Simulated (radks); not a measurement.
Problem. Calculated with a radial shooting solver on a logarithmic mesh with Libxc functionals: scalar-relativistic Kohn-Sham, PBE, spin-unpolarised, spherical densities, point nucleus. Each species is in its NIST ground configuration. Rank K+, Mn+, Ge+, Fe+, Co+, Ni+, Ti+, Sc+, Se+, As+, Zn+, Ca+, Cu+, Kr+, Br+, V+, Ga+, Cr+ by mean radius of the outermost orbital (bohr), largest first.

Solution. Ca+ 3.60, Sc+ 3.37, Ti+ 3.19, Mn+ 2.81, Fe+ 2.71, Ge+ 2.55, Zn+ 2.40, As+ 2.31, Ga+ 2.22, Se+ 2.12, Br+ 1.96, Kr+ 1.83, V+ 1.55, K+ 1.43, Cr+ 1.42, Co+ 1.14, Ni+ 1.07, Cu+ 1.01.
